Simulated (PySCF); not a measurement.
Species: `C#CC(=C)C(=C)F`. The columns A, B, C and D hold Mulliken, IAO, Hirshfeld and ESP-fitted charges (e) of one PBE0/pcSseg-1 density (PySCF), in a shuffled order. Coordinates in Å (GFN2-xTB); the density's dipole moment is (0.89, -0.25, -0.84) D.

```json
{"atom": "C1", "x": "1.757", "y": "-0.459", "z": "-1.613", "A": "-0.223", "B": "-0.361", "C": "-0.094", "D": "-0.385"}
{"atom": "C2", "x": "0.886", "y": "-0.488", "z": "-0.788", "A": "-0.025", "B": "+0.423", "C": "-0.034", "D": "-0.023"}
{"atom": "C3", "x": "-0.143", "y": "-0.557", "z": "0.188", "A": "-0.034", "B": "-0.488", "C": "-0.003", "D": "+0.116"}
{"atom": "C4", "x": "-0.596", "y": "-1.735", "z": "0.634", "A": "-0.276", "B": "+0.003", "C": "-0.073", "D": "-0.426"}
{"atom": "C5", "x": "-0.669", "y": "0.720", "z": "0.666", "A": "+0.296", "B": "+0.292", "C": "+0.089", "D": "+0.302"}
{"atom": "C6", "x": "-0.285", "y": "1.931", "z": "0.283", "A": "-0.363", "B": "-0.171", "C": "-0.121", "D": "-0.593"}
{"atom": "F7", "x": "-1.647", "y": "0.605", "z": "1.595", "A": "-0.275", "B": "-0.283", "C": "-0.075", "D": "-0.177"}
{"atom": "H8", "x": "2.519", "y": "-0.430", "z": "-2.334", "A": "+0.206", "B": "+0.049", "C": "+0.097", "D": "+0.302"}
{"atom": "H9", "x": "-0.194", "y": "-2.663", "z": "0.268", "A": "+0.170", "B": "+0.124", "C": "+0.058", "D": "+0.211"}
{"atom": "H10", "x": "-1.376", "y": "-1.788", "z": "1.374", "A": "+0.172", "B": "+0.124", "C": "+0.051", "D": "+0.195"}
{"atom": "H11", "x": "-0.738", "y": "2.813", "z": "0.698", "A": "+0.174", "B": "+0.133", "C": "+0.056", "D": "+0.241"}
{"atom": "H12", "x": "0.488", "y": "2.050", "z": "-0.452", "A": "+0.177", "B": "+0.153", "C": "+0.049", "D": "+0.236"}
```

Q: Which column most likely holds the ESP-fitted charges?

A: D. Σ q r misses the density's dipole by 0.00 D (D), 0.63 D (C), 0.91 D (A), 1.12 D (B). Charges fitted to the outside potential are the only set here that is tied to the molecule's multipoles.

Q: And the Hirshfeld charges?

A: C. The mean sizes are 0.067 e (C), 0.199 e (A), 0.217 e (B), 0.267 e (D), and Hirshfeld charges are commonly the smallest of these schemes.

As computed, A = IAO, B = Mulliken, C = Hirshfeld, D = ESP-fitted. Hydrogens on carbon: IAO +0.17 to +0.21, Mulliken +0.05 to +0.15, Hirshfeld +0.05 to +0.10, ESP-fitted +0.20 to +0.30 e.

The IAO scheme projects the occupied orbitals on a minimal set of polarised atomic orbitals and counts the electrons in each atom's part of it. The Mulliken scheme gives each basis function's population to the atom it is centred on and halves the overlap population of two atoms between them.

Geometry: GFN2-xTB, one conformer, isolated molecule.

The run behind these numbers computed NMR shieldings as well. Time: 14 s wall; peak memory 0.69 GiB. Hardware: one thread of an Arm Neoverse V1, no GPU, on a shared host.

Shape of the structure used: `[CH:1]#[C:2][C:3](=[CH2:4])[C:5](=[CH2:6])[F:7]`: C2–C3–C5–C6 0°.
